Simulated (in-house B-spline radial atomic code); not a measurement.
## Ionising S with different functionals

Computed with a radial B-spline atomic code at the basis-set limit: non-relativistic Hamiltonian, point nucleus, spin-polarised at highest spin, spherical fractional occupations for the functionals, and exact exchange of hybrids averaged over the configuration. The ionisation energy is the difference of two self-consistent energies, [Ne] 3s2 3p4 → [Ne] 3s2 3p3, without Breit or QED terms; ε is the level of the shell that loses the electron (its least bound occupied spin orbital).

```
   method                    rung  ΔSCF (eV)  -ε(3p) (eV)
     PBE0           global hybrid      10.25         7.26
    B3LYP           global hybrid      10.47         7.12
    TPSSh           global hybrid          ?            ?
   M06-2X           global hybrid      10.64         8.89
BHandHLYP           global hybrid          ?            ?
  r2SCAN0           global hybrid      10.04         7.18
    B97-1           global hybrid      10.35         7.07
    HSE06  range-separated hybrid      10.25         6.85
    wB97X  range-separated hybrid      10.44         9.83
CAM-B3LYP  range-separated hybrid      10.50         8.79
  LC-wPBE  range-separated hybrid      10.40        10.21
```

Question: What does TPSSh give?

Answer: ΔSCF 10.16 eV, and -ε(3p) = 6.45 eV.

Question: What does BHandHLYP give?

Answer: ΔSCF 10.30 eV, and -ε(3p) = 8.46 eV.

Question: Among the functionals, which spreads more, the ΔSCF values or the orbital energies?

Answer: The orbital energies: ΔSCF values span about 0.60 eV and the orbital energies 3.76 eV; here energy differences depend much less on the functional than eigenvalues do.

Question: How do they compare with the NIST value?

Answer: NIST lists 10.360 eV (measured, ground level to ground level). Errors run from -0.32 to +0.28 eV; B97-1 is closest (-0.01 eV), but part of that can be cancellation, since the calculations leave out relativity, Breit-QED terms, multiplet and fine-structure energies.
